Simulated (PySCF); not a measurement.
**Removing an electron from `CB(C)[SiH2][GeH2][GeH3]`**

Compound: C2H13BGe2Si.
SMILES with atom numbers: `[CH3:1][B:2]([CH3:3])[SiH2:4][GeH2:5][GeH3:6]` (hydrogens: H7, H8, H9 on C1; H10, H11, H12 on C3; H13, H14 on Si4; H15, H16 on Ge5; H17, H18, H19 on Ge6)

Cartesian coordinates in Å at the PBE0-D3(BJ)/def2-SVP level; atoms count from 1:
```xyz
19
C2H13BGe2Si angstrom
C     -1.7476    1.1493    1.1911
B     -1.4483    0.3642   -0.1302
C     -1.8350   -1.1457   -0.2811
Si    -0.4395    1.3079   -1.6138
Ge     1.8469    1.2948   -0.8892
Ge     2.2976   -0.7526    0.3271
H     -2.7703    1.5546    1.0439
H     -1.1026    2.0171    1.3946
H     -1.8016    0.5058    2.0845
H     -2.5780   -1.4985    0.4516
H     -0.9000   -1.7064   -0.0736
H     -2.1358   -1.4461   -1.2965
H     -0.8299    2.7455   -1.7910
H     -0.4951    0.6346   -2.9520
H      2.1042    2.4839    0.0615
H      2.8284    1.4165   -2.0736
H      3.7517   -0.8380    0.8286
H      1.3571   -0.8394    1.5475
H      2.0160   -1.9783   -0.5659
```

Level: CAM-B3LYP/def2-SVPD (PySCF). Frontier orbitals with their largest atomic shares (Löwdin; up to four atoms above 4 %):

```csv
orbital,ε (eV),main atoms
HOMO−3,-10.46,"Ge5 17 %, H16 13 %, Ge6 12 %, Si4 11 %"
HOMO−2,-9.96,"Ge5 22 %, Si4 18 %, H15 12 %, Ge6 11 %"
HOMO−1,-9.00,"Ge6 22 %, Ge5 20 %, Si4 15 %, B2 11 %"
HOMO,-8.61,?
LUMO,-0.39,"B2 37 %, Si4 14 %, C3 10 %, C1 9 %"
LUMO+1,0.61,"Ge6 25 %, B2 11 %, H17 10 %, Ge5 10 %"
LUMO+2,1.02,"Ge5 24 %, B2 12 %, Ge6 12 %, Si4 8 %"
```

Task: What vertical ionisation energy does ΔSCF give, and how far is −ε(HOMO) from it?

Result: ΔSCF: 9.17 eV (885 kJ/mol; threshold wavelength 135 nm); ⟨S²⟩ of the doublet left behind is 0.761, against 0.75 for a pure doublet. −ε(HOMO) is 8.61 eV, 0.56 eV below it. In exact Kohn–Sham theory the two would be equal; CAM-B3LYP (range-separated hybrid) falls short of its own ΔSCF value by 6 %. Holes in the HOMO−1 and HOMO−2 were tried too where these lie within 1.2 eV of the HOMO; the lowest converged state counts.

Task: On which atoms does the HOMO lie?

Result: Si4 (SiH2 silicon) 29 %, Ge5 (germanium bonded to Ge, Si and 2 H) 25 %, B2 (three-coordinate boron) 15 %, Ge6 (germanium bonded to Ge and 3 H) 7 %, so no atom holds as much as 40 %. The HOMO−1 lies 0.39 eV lower.

Task: And the vertical electron affinity, the fundamental gap, Mulliken's electronegativity and the hardness (with the factor ½)?

Result: EA = -0.05 eV by ΔSCF (−ε(LUMO) = 0.39 eV); a negative value means that the added electron isn't bound at this geometry and level, and the number then depends on the basis. IE − EA = 9.22 eV against an orbital gap of 8.22 eV; (IE + EA)/2 = 4.56 eV; (IE − EA)/2 = 4.61 eV. Parr's electrophilicity index (IE + EA)²/[8(IE − EA)] is 1.13 eV.

Task: What kinetic energy would electrons from this vertical process carry with 118.2 nm light (10.49 eV)?

Result: 10.49 − 9.17 = 1.32 eV.

Task: What total energies stand behind the ΔSCF value?

Result: E(N) = -4551.86773 Eh and E(N − 1) = -4551.53058 Eh at the same geometry, 0.33715 Eh apart. With one more electron, E(N + 1) = -4551.86575 Eh.

Task: With α = 138.5 au, estimate the like-pair dispersion coefficient by London's formula C6 = (3/4)α²I.

Result: I = 0.3372 Eh, so C6 ≈ 4850 au, a rough estimate.

Geometry: PBE0-D3(BJ)/def2-SVP, one conformer, isolated molecule. The calculation is non-relativistic, for germanium too.
